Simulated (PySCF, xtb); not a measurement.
C₃H₇FOSi, SMILES CC(=O)[Si@@H](C)F. One conformer was computed; it need not be the lowest.

Harmonic wavenumbers (cm⁻¹) from GFN2-xTB in xtb 6.7.1 at its own minimum, in rising order: 15, 93, 112, 128, 157, 196, 294, 389, 443, 614, 616, 641, 738, 800, 835, 845, 947, 968, 1135, 1358, 1369, 1446, 1447, 1464, 1467, 1726, 2326, 3018, 3022, 3027, 3036, 3040, 3052.

Task: What does PBE-D3(BJ)/def2-SVP (PySCF) give at its own minimum? (Estimate from the structure and the level; the computed values follow.)

Result: 41, 107, 120, 146, 161, 230, 304, 363, 447, 595, 643, 691, 740, 796, 845, 893, 909, 940, 1135, 1213, 1299, 1366, 1376, 1379, 1379, 1711, 2173, 2959, 2981, 3043, 3084, 3089, 3090. Paired by order, the mean absolute difference is 40 cm⁻¹ and the zero-point energies are 58.3 and 57.5 kcal/mol.
